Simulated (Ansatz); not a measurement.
Ideal-gas functions of arsine at 298.15 K and 1 bar, from an Ansatz frequency run at PBE0-D4/def2-TZVP.

Molar mass 77.95 g/mol, point group C3v (symmetry number 3), electronic degeneracy 1, moments of inertia 4.503, 4.503, 4.83 u Å². Harmonic wavenumbers (cm⁻¹, unscaled): 921, 1018, 1018, 2215, 2229, 2229.

Use S(trans) = R[1.5 ln M + 2.5 ln T − 1.1517]; rotational temperatures θ = 24.2544 K / I; S(rot) = R[ln(√π/σ · √(T³/θAθBθC)) + 1.5]; for each mode x = 1.438777 ν̃/T, S = R[x/(eˣ − 1) − ln(1 − e⁻ˣ)] and H = RT x/(eˣ − 1); 1 cm⁻¹ = 0.0119627 kJ/mol; R = 8.31446 J/(mol·K).

Question: By hand: the entropy, in J/(mol·K).

Answer: Translation 163.2. Rotation: θ = 5.3863, 5.3863, 5.0216 K, giving 58.4. Vibration, mode by mode: 0.54, 0.36, 0.36, 0.00, 0.00, 0.00, in all 1.3. Electronic 0.0. Sum 222.9 J/(mol·K).

Question: By hand: H − E and G − E in kJ/mol, counted from the electronic energy.

Answer: Zero-point energy ½ × 9630 × 0.0119627 = 57.6; thermal vibration 0.3; translation, rotation and pV give 4 RT = 9.9. H − E = 67.8 kJ/mol, and G − E = 67.8 − 298.15 × 222.9/1000 = 1.3 kJ/mol.

Vibration gives 1 % of the entropy; all modes have x over 3 and are hardly excited.
